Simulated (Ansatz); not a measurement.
`[NH2][Al]([F])[Cl]` + HBr → `[NH2][Al]([Cl])[Br]` + H–F  (ligand exchange at the Al–F bond)

Program: Ansatz. Geometries: PBE0-D4/def2-TZVP. ΔE: electronic, gas phase. CCSD(T)/CBS adds triple-zeta CCSD(T) − MP2 to the extrapolated MP2 energy (def2 sets, frozen cores). This one scheme is used for every species. Functionals use def2-TZVPP. HSE06 is defined as in plane-wave codes. For Br outer-core shells are correlated without core-valence functions, which leaves a few kJ/mol of doubt a bond. Scalar relativity is left out up to krypton. One conformer a species, not always the lowest.

`[NH2][Al]([F])[Cl]`:

Z-matrix (Å, degrees):
```
N
Al 1 1.746
H 1 1.006 2 124.6
H 1 1.006 2 124.3 3 -180.0
F 2 1.641 1 119.8 3 -0.0
Cl 2 2.079 1 121.2 3 180.0
```

HBr:

```xyz
2

Br    0.171    0.642    0.251
H    -0.171   -0.642   -0.251
```

`[NH2][Al]([Cl])[Br]`:

Cartesian coordinates in Å:
```
N 0.515 0.664 0.620
Al -0.342 -0.474 -0.392
Cl -0.619 -2.434 0.254
Br -1.143 0.177 -2.379
H 0.902 0.443 1.523
H 0.687 1.625 0.375
```

H–F:

Cartesian coordinates in Å:
```
F -0.056 0.370 0.267
H 0.056 -0.370 -0.267
```

Task: Is it downhill or uphill in electronic energy at CCSD(T)/CBS, and by how much? (Best estimate.)

Result: Computed: Uphill: ΔE = +17.4 kJ/mol.

Task: What do these levels give: LDA (SPW92), r2SCANh-D4, B2PLYP, revPBE, r2SCAN0, HSE06, CAM-B3LYP, LC-ωPBE, CCSD/def2-SVP, CCSD/def2-TZVPP, CCSD(T)/def2-TZVPP, MP2/CBS(def2)? (Best estimate.)

Result: Ansatz gave: LDA (SPW92) 20.3, r2SCANh-D4 20.3, B2PLYP 26.9, revPBE 21.2, r2SCAN0 18.7, HSE06 15.7, CAM-B3LYP 33.5, LC-ωPBE 23.4, CCSD/def2-SVP 31.2, CCSD/def2-TZVPP 23.0, CCSD(T)/def2-TZVPP 21.5, MP2/CBS(def2) 12.5 kJ/mol.

Largest T1 diagnostic among the species: 0.010.

From BLYP to BHLYP (50 % exact exchange), in def2-TZVPP and without D4, ΔE moves by −8.1 kJ/mol. Leaving LDA and LC-ωPBE aside and taking each functional with its dispersion term where it has one, the values, not all of them listed here, spread over 17.3 kJ/mol, from HSE06-D4 to CAM-B3LYP-D4. At CCSD(T), def2-SVP lies +13.0 kJ/mol from the extrapolated value and def2-TZVPP +4.1 kJ/mol.
